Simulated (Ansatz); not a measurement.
Reaction (SMILES): [SiH3][PH] (SiH3-PH) → [PH-][SiH3] (an electron is taken up)
B3LYP-D3(BJ)/def2-TZVP geometries, fixed; electronic energies without zero-point terms; positive where energy is released.

How fast the adiabatic electron affinity converges with the basis for several methods (Ansatz, an electronic-structure program): deviation from each method's own reference, in eV. References: HF 0.599 eV, the value in aug-cc-pV(Q+d)Z; MP2 1.959 eV, Hartree-Fock in aug-cc-pV(Q+d)Z plus the correlation part extrapolated as X^-3 from aug-cc-pV(T+d)Z and aug-cc-pV(Q+d)Z; PBE 1.836 eV, the value in aug-pcseg-3; PBE0 1.766 eV, the value in aug-pcseg-3; r2SCAN 1.751 eV, the value in aug-pcseg-3. Cartesian d functions, on some or all atoms, in 6-31+G*, 6-31G**, 6-311+G**; all else is spherical. In correlated methods cores are frozen. Open shells are unrestricted. No added dispersion term, no relativity. 

```json
[
 {"basis": "pcseg-0", "functions": "34", "HF": "-0.026", "MP2": "-1.069", "PBE": "-0.329", "PBE0": "-0.213", "r2SCAN": "-0.168"},
 {"basis": "def2-SV(P)", "functions": "44", "HF": "-0.265", "MP2": "-0.933", "PBE": "-0.407", "PBE0": "-0.324", "r2SCAN": "-0.296"},
 {"basis": "6-31+G*", "functions": "54", "HF": "0.008", "MP2": "-0.643", "PBE": "-0.061", "PBE0": "-0.046", "r2SCAN": "-0.040"},
 {"basis": "6-31G**", "functions": "58", "HF": "-0.212", "MP2": "-0.897", "PBE": "-0.343", "PBE0": "-0.276", "r2SCAN": "-0.257"},
 {"basis": "6-311+G**", "functions": "86", "HF": "0.005", "MP2": "-0.558", "PBE": "-0.036", "PBE0": "-0.030", "r2SCAN": "-0.013"},
 {"basis": "def2-TZVP", "functions": "98", "HF": "-0.109", "MP2": "-0.346", "PBE": "-0.156", "PBE0": "-0.123", "r2SCAN": "-0.110"},
 {"basis": "aug-cc-pV(D+d)Z", "functions": "100", "HF": "0.005", "MP2": "-0.252", "PBE": "-0.013", "PBE0": "-0.010", "r2SCAN": "-0.002"},
 {"basis": "cc-pV(T+d)Z", "functions": "134", "HF": "-0.140", "MP2": "-0.342", "PBE": "-0.175", "PBE0": "-0.140", "r2SCAN": "-0.127"},
 {"basis": "6-311++G(3df,3pd)", "functions": "166", "HF": "0.009", "MP2": "-0.149", "PBE": "-0.004", "PBE0": "0.001", "r2SCAN": "0.004"},
 {"basis": "cc-pV(Q+d)Z", "functions": "248", "HF": "-0.054", "MP2": "-0.142", "PBE": "-0.082", "PBE0": "-0.062", "r2SCAN": "-0.057"},
 {"basis": "pcseg-3", "functions": "260", "HF": "-0.010", "MP2": "-0.137", "PBE": "-0.021", "PBE0": "-0.014", "r2SCAN": "-0.012"},
 {"basis": "aug-cc-pV(Q+d)Z", "functions": "362", "HF": "0.000", "MP2": "-0.043", "PBE": "-0.005", "PBE0": "-0.003", "r2SCAN": "-0.003"}
]
```

Mean absolute deviation over 6-311+G**, def2-TZVP, cc-pV(T+d)Z, 6-311++G(3df,3pd): r2SCAN 0.063, HF 0.066, PBE0 0.073, PBE 0.092, MP2 0.349 eV.
